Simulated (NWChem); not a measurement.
Program: NWChem. System: hydrogen selenide (H2Se), charge 0, spin multiplicity 1, at a geometry optimised with PBE/def2-SVP. Level: MP2/def2-TZVP, 9 core orbitals frozen.

NWChem printed:

```
             Northwest Computational Chemistry Package (NWChem) 7.3.0
             --------------------------------------------------------

                                NWChem Input Module
                                -------------------

 Scaling coordinates for geometry "geometry" by  1.889725989
 (inverse scale =  0.529177249)

 Turning off AUTOSYM since
 SYMMETRY directive was detected!

                             Geometry "geometry" -> ""
                             -------------------------

 Output coordinates in angstroms (scale by  1.889725989 to convert to a.u.)

  No.       Tag          Charge          X              Y              Z
 ---- ---------------- ---------- -------------- -------------- --------------
    1 Se                  34.0000     0.00000000     0.00000000    -0.05798100
    2 H                    1.0000     1.05391800     0.00000000     0.98567400
    3 H                    1.0000    -1.05391800     0.00000000     0.98567400

 Effective nuclear repulsion energy (a.u.)      24.5117224838

            Nuclear Dipole moment (a.u.)
            ----------------------------
        X                 Y               Z
 ---------------- ---------------- ----------------
     0.0000000000     0.0000000000    -0.0000113384

      Symmetry information
      --------------------

 Group name             C2v
 Group number             16
 Group order               4
 No. of unique centers     2

      Symmetry unique atoms

     1    2


 Summary of "ao basis" -> "" (spherical)
 ------------------------------------------------------------------------------
       Tag                 Description            Shells   Functions and Types
 ---------------- ------------------------------  ------  ---------------------
 *                         def2-tzvp                  on all atoms

 Summary of "ao basis" -> "ao basis" (spherical)
 ------------------------------------------------------------------------------
       Tag                 Description            Shells   Functions and Types
 ---------------- ------------------------------  ------  ---------------------
 Se                        def2-tzvp                16       48   6s5p4d1f
 H                         def2-tzvp                 4        6   3s1p

                                 NWChem SCF Module
                                 -----------------

  ao basis        = "ao basis"
  functions       =    60
  atoms           =     3
[...]
  --------------------------------------

    Atom       Charge   Shell Charges
 -----------   ------   -------------------------------------------------------
    1 Se  34    34.25   2.00  2.00  1.16  0.78  0.96  0.93  6.00  5.93  0.97  2.29  1.11  8.97  1.04  0.02  0.07  0.01
    2 H    1     0.87   0.22  0.50  0.13  0.02
    3 H    1     0.87   0.22  0.50  0.13  0.02

       Multipole analysis of the density wrt the origin
       ------------------------------------------------

     L   x y z        total         open         nuclear
     -   - - -        -----         ----         -------
     0   0 0 0     -0.000000      0.000000     36.000000

     1   1 0 0      0.000000      0.000000      0.000000
     1   0 1 0     -0.000000      0.000000      0.000000
     1   0 0 1      0.318442      0.000000     -0.000011

     2   2 0 0    -13.063439      0.000000      7.933070
     2   1 1 0     -0.000000      0.000000      0.000000
     2   1 0 1     -0.000000      0.000000      0.000000
     2   0 2 0    -16.847771      0.000000      0.000000
     2   0 1 1     -0.000000      0.000000      0.000000
     2   0 0 2    -13.966250      0.000000      7.347135

                   NWChem MP2 Semi-direct Energy/Gradient Module
                   ---------------------------------------------

  Basis functions       =     60
  Molecular orbitals    =     60
  Frozen core           =      9
  Frozen virtuals       =      0
  Active alpha occupied =      9
  Active beta occupied  =      9
  Active alpha virtual  =     42
  Active beta virtual   =     42
  Use MO symmetry       = T
  Use skeleton AO sym   = T

  AO/Fock/Back tols     =   1.0D-09  1.0D-09  1.0D-09

 GA uses MA = F    GA memory limited = T

 Available:
  local mem=  1.26D+08
 global mem=  1.44D+08
 local disk=  0.00D+00
  mp2_memr nvloc                    42
  nvloc new                    42
   1 passes of   9:        4194304                      26236                   2358145.
   1 passes of   9: M    126150538           G      144172000           F     121956234.

 Semi-direct pass number   1 of   1  for RHF alpha+beta  at        1.2s
  vrange nnbf                  1830
  mp2_eaftype                    10  avail_ma_in_mb                  1099
 EAF : mp2_eaftype filesize          10    1179072.
  mp2_eaf for mointskh                     10
Node 0 wrote      5.5 Mb in      0.0 s     Agg I/O rate:  1130.0 Mb/s
 Done moints_semi at        3.7s
  mp2_eaftype                    10  avail_ma_in_mb                  1089
 EAF : mp2_eaftype filesize          10    1179072.
  mp2_eaf for kh                    10
 Done maket at        3.8s
 Done multipass loop at        3.8s

          -------------------------------------------
          SCF energy               -2401.002680390843
          Correlation energy          -0.279395191291
          Singlet pairs               -0.162875935548
          Triplet pairs               -0.116519255743
          Total MP2 energy         -2401.282075582134
          -------------------------------------------

          ---------------------------------------------------
                    Spin Component Scaled (SCS) MP2
          Same spin pairs                     -0.077679503829
          Same spin scaling factor             0.333333333333
          Opposite spin pairs                 -0.201715687462
          Opposite spin scaling fact.          1.200000000000
          SCS-MP2 correlation energy          -0.267951992897
          Total SCS-MP2 energy             -2401.270632383740
          ---------------------------------------------------

 -----------------------
 Performance information
 -----------------------

 Timer overhead =  1.49D-07 seconds/call

               Nr. of calls         CPU time (s)                 Wall time (s)                GFlops
             ---------------    -------------------     ------------------------------   -------------------
Name         Min   Avg   Max    Min     Avg     Max     Min     Avg     Max   Mx/calls   Min     Max     Sum
mp2: moin     1     1     1    2.6     2.6     2.6      2.6     2.6     2.6     2.6      0.0     0.0     0.0
mp2: make     1     1     1   5.75E-2 5.75E-2 5.75E-2  5.75E-2 5.75E-2 5.75E-2 5.75E-2   0.0     0.0     0.0
mp2: tota     1     1     1    2.7     2.7     2.7      2.7     2.7     2.7     2.7      0.0     0.0     0.0

 The average no. of pstat calls per process was 3.00D+00
 with a timing overhead of 4.46D-07s

 Task  times  cpu:        3.8s     wall:        3.8s

 Total times  cpu:        3.8s     wall:        3.8s
```

Question: Write an NWChem input that would produce this output.

Answer: This is not unique; one that fits is 
```
start mol
memory heap 200 mb stack 900 mb global 1100 mb
geometry units angstroms nocenter noautoz
  Se     0.000000     0.000000    -0.057981
  H      1.053918     0.000000     0.985674
  H     -1.053918     0.000000     0.985674
  symmetry group C2v
end
basis spherical
  * library def2-tzvp
end
scf
  rhf
  nopen 0
  maxiter 100
  thresh 1e-7
  semidirect memsize 60000000 filesize 0
end
mp2
  freeze core 9
end
task mp2 energy
```
